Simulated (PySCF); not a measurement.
An unknown gives this computed stick spectrum. Theory: TDDFT CAM-B3LYP/def2-SVPD, vertical, gas phase, core orbitals frozen in the response (PySCF). Geometries: GFN2-xTB, one conformer each.

```
state  E (eV)       f
   S1    6.28   0.010
   S2    6.56   0.017
   S3    7.08   0.013
   S4    7.27   0.016
   S5    7.41  0.0006
   S6    7.48   0.021
   S7    7.52   0.040
   S8    7.65   0.038
```

Question: Which candidate is it? All have the formula CH12OSi4.
A. `O[SiH2]C([SiH3])([SiH3])[SiH3]`
B. `C[Si@@H]([SiH3])[SiH2]O[SiH3]`
C. `[SiH3]C([SiH3])([SiH3])O[SiH3]`

Answer: C. Its S1 lies at 6.28 eV; the nearest of the others has S1 at 5.95 eV. S1 is HOMO→LUMO (89%). Löwdin shares by element: HOMO oxygen 32%, carbon 24%, silicon 20% or more (atoms not listed hold the other 24%); LUMO silicon 38% or more, oxygen 7% (atoms not listed hold the other 55%). At the same level the other candidates give, for their lowest levels:
- `C[Si@@H]([SiH3])[SiH2]O[SiH3]`: 5.95 eV (f 0.082); 6.59 eV (f 0.028); 6.74 eV (f 0.046); 6.89 eV (f 0.045); 7.22 eV (f 0.021); T1 5.25 eV; HOMO -8.98, LUMO 0.12 eV
- `O[SiH2]C([SiH3])([SiH3])[SiH3]`: 7.14 eV (f 0.001); 7.40 eV (f 0.017); 7.67 eV (f 0.001); 7.71 eV (f 0.011); 7.97 eV (f 0.026); T1 6.81 eV; HOMO -9.94, LUMO 0.49 eV

The values belong to the conformer `[SiH3:1][O:2][C:3]([SiH3:4])([SiH3:5])[SiH3:6]`: Si1–O2–C3–Si4 62°.
Triplets come from the Tamm–Dancoff approximation.

Without π bonds the low states are Rydberg-like; a valence basis with one diffuse set may place them up to an eV too high.
